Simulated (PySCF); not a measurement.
# `C1(=C)C[C@H](S[SiH3])[Si@@H]1F`, C₄H₉FSSi₂

Molfile (atoms numbered from 1):
```
C4H9FSSi2
     RDKit          3D

 17 17  0  0  0  0  0  0  0  0999 V2000
   -2.6741    0.5246    0.4790 C   0  0  0  0  0  0  0  0  0  0  0  0
   -1.5181   -0.0760    0.2527 C   0  0  0  0  0  0  0  0  0  0  0  0
   -0.5896   -0.7312    1.2553 C   0  0  0  0  0  0  0  0  0  0  0  0
    0.4569   -1.2866    0.2644 C   0  0  2  0  0  0  0  0  0  0  0  0
    2.2060   -0.9721    0.7033 S   0  0  0  0  0  0  0  0  0  0  0  0
    2.4955    1.1417    0.5167 Si  0  0  0  0  0  4  0  0  0  0  0  0
   -0.4288   -0.4758   -1.2385 Si  0  0  2  0  0  4  0  0  0  0  0  0
    0.2873    0.8100   -1.9058 F   0  0  0  0  0  0  0  0  0  0  0  0
   -3.2561    0.9524   -0.3198 H   0  0  0  0  0  0  0  0  0  0  0  0
   -3.0843    0.6191    1.4735 H   0  0  0  0  0  0  0  0  0  0  0  0
   -0.1583   -0.0062    1.9465 H   0  0  0  0  0  0  0  0  0  0  0  0
   -1.0758   -1.5074    1.8466 H   0  0  0  0  0  0  0  0  0  0  0  0
    0.4236   -2.3754    0.2273 H   0  0  0  0  0  0  0  0  0  0  0  0
    3.6381    1.3655    1.3889 H   0  0  0  0  0  0  0  0  0  0  0  0
    1.2998    1.8198    1.0036 H   0  0  0  0  0  0  0  0  0  0  0  0
    2.7758    1.4858   -0.8691 H   0  0  0  0  0  0  0  0  0  0  0  0
   -0.8050   -1.2760   -2.3852 H   0  0  0  0  0  0  0  0  0  0  0  0
  1  2  2  0
  2  3  1  0
  3  4  1  0
  4  5  1  0
  5  6  1  0
  4  7  1  0
  7  8  1  0
  7  2  1  0
  1  9  1  0
  1 10  1  0
  3 11  1  0
  3 12  1  0
  4 13  1  6
  6 14  1  0
  6 15  1  0
  6 16  1  0
  7 17  1  6
M  END
```

Method: TDDFT BHandHLYP/def2-SVPD circular dichroism and optical rotation, one conformer, gas phase in PySCF. Geometry: GFN2-xTB.

The molecule is flexible and this is one conformer; a measurement averages over conformers.

Problem. Draw the ECD and absorption spectra from the lowest 12 states, each a Gaussian of half-width 0.25 eV at 1/e height.

Solution. 
| E (eV) | λ (nm) | Δε (L mol⁻¹ cm⁻¹) | ε (L mol⁻¹ cm⁻¹) |
| --- | --- | --- | --- |
| 4.54 | 273 | -0.11 | 12.2 |
| 4.69 | 265 | -0.88 | 94.1 |
| 4.84 | 256 | -3.28 | 352 |
| 4.99 | 249 | -5.97 | 642 |
| 5.14 | 241 | -5.30 | 570 |
| 5.29 | 235 | -2.34 | 259 |
| 5.44 | 228 | -0.86 | 142 |
| 5.59 | 222 | -1.80 | 314 |
| 5.74 | 216 | -6.17 | 603 |
| 5.89 | 211 | -15.82 | 1070 |
| 6.04 | 205 | -23.74 | 3270 |
| 6.19 | 200 | -16.72 | 10400 |
| 6.34 | 196 | +5.31 | 20100 |
| 6.49 | 191 | +25.41 | 21200 |
| 6.64 | 187 | +19.87 | 12500 |
| 6.79 | 183 | -2.89 | 4820 |
| 6.94 | 179 | -19.80 | 2210 |
| 7.09 | 175 | -17.62 | 2160 |
| 7.24 | 171 | +2.19 | 2580 |

Δε uses R in velocity form, ε uses f in length form. Only the states computed contribute, so the short-wavelength end is incomplete.
